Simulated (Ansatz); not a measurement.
Frontier orbitals of C₃H₉NSi, SMILES `C/C=N/C[SiH3]`.

Charge 0, multiplicity 1. The geometry is a stationary point of PBE0-D4/def2-TZVP. It is one conformer, not always the lowest. Basis def2-TZVPP, the Gaussian-basis code of Ansatz.

Orbital energies of one run (eV). Highest occupied ones, from the top: -6.43, -6.88, -8.46, -8.59, -9.12, -9.81, -10.20, -10.99, -11.66, -12.49, -13.45, -14.64, -17.90, -20.04. Empty: -0.96, 0.13, 0.82, 0.94, 1.10, 1.31.

**Question.** Which functional gave them?
A. B3LYP
B. LC-ωPBE
C. B97M-V
D. r2SCAN0

**Answer.** C. HOMO energies: B97M-V -6.43, LC-ωPBE -10.09, r2SCAN0 -7.54, B3LYP -7.12 eV.

B3LYP here is the variant with VWN-RPA as its local correlation; programs differ in this. LC-ωPBE has ω = 0.4 bohr⁻¹.
